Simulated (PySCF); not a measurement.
**[ReO4]-: 2 charge schemes on one density**

Compound: [ReO4]- (charge -1 and singlet state).
Geometry (PBE0-D3(BJ)/def2-SVP, Å), atoms numbered from 1 in this order:
```xyz
5
ReO4 angstrom
Re    -0.0004    0.0000    0.0000
O      0.0208   -0.0129    1.7289
O      1.6228    0.0079   -0.5947
O     -0.8245    1.4148   -0.5566
O     -0.8186   -1.4098   -0.5776
```

Density: PBE0/pcSseg-1 (def2-TZVP on Re) (PySCF); schemes: Mulliken and ESP-fitted. Geometry: PBE0-D3(BJ)/def2-SVP; no solvent, vibrations or thermal averaging. Atoms past krypton carry effective core potentials; spin–orbit coupling is left out. The pcSseg-1 basis has no diffuse functions, a weakness for an anion.

Question: What partial charge does each atom carry?

Answer: In e:

| atom | environment | Mulliken | ESP-fitted |
| --- | --- | --- | --- |
| Re1 | rhenium bonded to 4 O | +1.096 | +1.403 |
| O2 | oxygen bonded to Re | -0.524 | -0.601 |
| O3 | oxygen bonded to Re | -0.523 | -0.601 |
| O4 | oxygen bonded to Re | -0.524 | -0.601 |
| O5 | oxygen bonded to Re | -0.524 | -0.601 |

Mean size of the charges over all atoms: ESP-fitted 0.761 e, Mulliken 0.638 e. Each set sums to the total charge, -1, to within 0.001 e. The Mulliken scheme counts on each atom the diagonal of the density matrix times the overlap matrix over that atom's basis functions. The ESP scheme fits charges at the nuclei, held to the total charge, to the electrostatic potential on points at 1.4 to 2.0 times the van der Waals radii.

Lowest charge. All schemes pick atoms of one kind: Mulliken O2, O4 and O5 (-0.524); ESP-fitted O2, O3, O4 and O5 (-0.601).

Highest charge. All schemes agree: Mulliken Re1 (+1.096); ESP-fitted Re1 (+1.403).

Question: How many electrons does the Mulliken scheme count on O5?

Answer: Z − q = 8 − (-0.524) = 8.524.

Question: Sum the charges by element, for elements with more than one atom.

Answer: 
```json
{"element": "O", "atoms": "4", "Mulliken": "-2.096", "ESP-fitted": "-2.403"}
```
